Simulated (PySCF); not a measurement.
Species: C9H6.
Numbering: `[CH:1]#[C:2][C:3]#[C:4]/[CH:5]=[CH:6]\[C:7]#[C:8][CH3:9]` (hydrogens: H10 on C1; H11 on C5; H12 on C6; H13, H14, H15 on C9)

The same species was optimised twice, with GFN2-xTB and with PBE0-D3(BJ)/def2-SVP (PySCF), and the same property calculations (PySCF, gas phase) were run on both structures.

```csv
coordinate,GFN2-xTB,PBE0-D3(BJ)/def2-SVP,change
C2–C3 (Å),1.354,1.367,+0.013
C5=C6 (Å),1.346,1.358,+0.012
C1≡C2 (Å),1.206,1.218,+0.012
C4–C5 (Å),1.397,1.409,+0.012
C7≡C8 (Å),1.205,1.217,+0.012
C3≡C4 (Å),1.214,1.224,+0.010
C6–C7 (Å),1.403,1.413,+0.010
C8–C9 (Å),1.443,1.450,+0.007
C5–C6–C7 (°),123.6,125.0,+1.4
C4–C5–C6 (°),123.8,124.8,+1.0
C7–C8–C9 (°),180.0,179.4,-0.6
C3–C4–C5 (°),178.7,179.1,+0.4
C1–C2–C3 (°),179.6,179.9,+0.3
C6–C7–C8 (°),179.4,179.7,+0.3
C2–C3–C4 (°),179.9,179.8,-0.1
```

Rotational constants: A = 2221, B = 841.3, C = 612.5 MHz (GFN2-xTB) against A = 2209, B = 804.5, C = 592.0 MHz (PBE0-D3(BJ)/def2-SVP). Point groups within 0.08 Å: Cs and Cs.

On the GFN2-xTB structure: lowest singlet, TDDFT (eV) 3.82 [B3LYP/def2-SVPD]; lowest triplet, Tamm–Dancoff (eV) 2.43 [B3LYP/def2-SVPD]; isotropic polarisability (au) 126.7 [B3LYP/def2-SVPD]; HOMO (eV) -6.23 [B3LYP/def2-SVPD]; LUMO (eV) -2.08 [B3LYP/def2-SVPD]; dipole (D) 1.37 [B3LYP/def2-SVPD]; HOMO (eV) -6.45 [PBE0/pcSseg-1]; LUMO (eV) -1.94 [PBE0/pcSseg-1]; dipole (D) 1.43 [PBE0/pcSseg-1]; GIAO shielding of C1 (ppm) 102.6 [PBE0/pcSseg-1]; GIAO shielding of C2 (ppm) 113.0 [PBE0/pcSseg-1]; GIAO shielding of C3 (ppm) 92.4 [PBE0/pcSseg-1]; GIAO shielding of C4 (ppm) 110.2 [PBE0/pcSseg-1]; GIAO shielding of C5 (ppm) 63.2 [PBE0/pcSseg-1]; GIAO shielding of C6 (ppm) 52.0 [PBE0/pcSseg-1]; GIAO shielding of C7 (ppm) 101.9 [PBE0/pcSseg-1]; GIAO shielding of C8 (ppm) 74.7 [PBE0/pcSseg-1].

Q: What do these properties become on the PBE0-D3(BJ)/def2-SVP structure?

A: 
```json
{"property": "lowest singlet, TDDFT (eV)", "level": "B3LYP/def2-SVPD", "on GFN2-xTB": "3.82", "on PBE0-D3(BJ)/def2-SVP": "3.76", "change": "-0.06"}
{"property": "lowest triplet, Tamm–Dancoff (eV)", "level": "B3LYP/def2-SVPD", "on GFN2-xTB": "2.43", "on PBE0-D3(BJ)/def2-SVP": "2.37", "change": "-0.06"}
{"property": "isotropic polarisability (au)", "level": "B3LYP/def2-SVPD", "on GFN2-xTB": "126.7", "on PBE0-D3(BJ)/def2-SVP": "130.5", "change": "+3.8"}
{"property": "HOMO (eV)", "level": "B3LYP/def2-SVPD", "on GFN2-xTB": "-6.23", "on PBE0-D3(BJ)/def2-SVP": "-6.23", "change": "0.00"}
{"property": "LUMO (eV)", "level": "B3LYP/def2-SVPD", "on GFN2-xTB": "-2.08", "on PBE0-D3(BJ)/def2-SVP": "-2.16", "change": "-0.08"}
{"property": "dipole (D)", "level": "B3LYP/def2-SVPD", "on GFN2-xTB": "1.37", "on PBE0-D3(BJ)/def2-SVP": "1.38", "change": "+0.01"}
{"property": "energy, GFN2-xTB geometry as zero (kcal/mol)", "level": "B3LYP/def2-SVPD", "on GFN2-xTB": "0.0", "on PBE0-D3(BJ)/def2-SVP": "-1.9", "change": "-1.9"}
{"property": "HOMO (eV)", "level": "PBE0/pcSseg-1", "on GFN2-xTB": "-6.45", "on PBE0-D3(BJ)/def2-SVP": "-6.45", "change": "0.00"}
{"property": "LUMO (eV)", "level": "PBE0/pcSseg-1", "on GFN2-xTB": "-1.94", "on PBE0-D3(BJ)/def2-SVP": "-2.01", "change": "-0.07"}
{"property": "dipole (D)", "level": "PBE0/pcSseg-1", "on GFN2-xTB": "1.43", "on PBE0-D3(BJ)/def2-SVP": "1.45", "change": "+0.02"}
{"property": "energy, GFN2-xTB geometry as zero (kcal/mol)", "level": "PBE0/pcSseg-1", "on GFN2-xTB": "0.0", "on PBE0-D3(BJ)/def2-SVP": "-0.2", "change": "-0.2"}
{"property": "GIAO shielding of C1 (ppm)", "level": "PBE0/pcSseg-1", "on GFN2-xTB": "102.6", "on PBE0-D3(BJ)/def2-SVP": "100.9", "change": "-1.7"}
{"property": "GIAO shielding of C2 (ppm)", "level": "PBE0/pcSseg-1", "on GFN2-xTB": "113.0", "on PBE0-D3(BJ)/def2-SVP": "112.2", "change": "-0.8"}
{"property": "GIAO shielding of C3 (ppm)", "level": "PBE0/pcSseg-1", "on GFN2-xTB": "92.4", "on PBE0-D3(BJ)/def2-SVP": "90.9", "change": "-1.5"}
{"property": "GIAO shielding of C4 (ppm)", "level": "PBE0/pcSseg-1", "on GFN2-xTB": "110.2", "on PBE0-D3(BJ)/def2-SVP": "110.2", "change": "0.0"}
{"property": "GIAO shielding of C5 (ppm)", "level": "PBE0/pcSseg-1", "on GFN2-xTB": "63.2", "on PBE0-D3(BJ)/def2-SVP": "59.9", "change": "-3.3"}
{"property": "GIAO shielding of C6 (ppm)", "level": "PBE0/pcSseg-1", "on GFN2-xTB": "52.0", "on PBE0-D3(BJ)/def2-SVP": "49.0", "change": "-3.0"}
{"property": "GIAO shielding of C7 (ppm)", "level": "PBE0/pcSseg-1", "on GFN2-xTB": "101.9", "on PBE0-D3(BJ)/def2-SVP": "101.1", "change": "-0.8"}
{"property": "GIAO shielding of C8 (ppm)", "level": "PBE0/pcSseg-1", "on GFN2-xTB": "74.7", "on PBE0-D3(BJ)/def2-SVP": "73.1", "change": "-1.6"}
```

The heavy atoms differ by 0.053 Å rms after alignment. Among bonds between heavy atoms C1≡C2, C2–C3, C4–C5, C5=C6 and C7≡C8 change most and about equally (+0.012 to +0.013 Å). Changes are differences of the printed values. Neither structure is proved a minimum here.
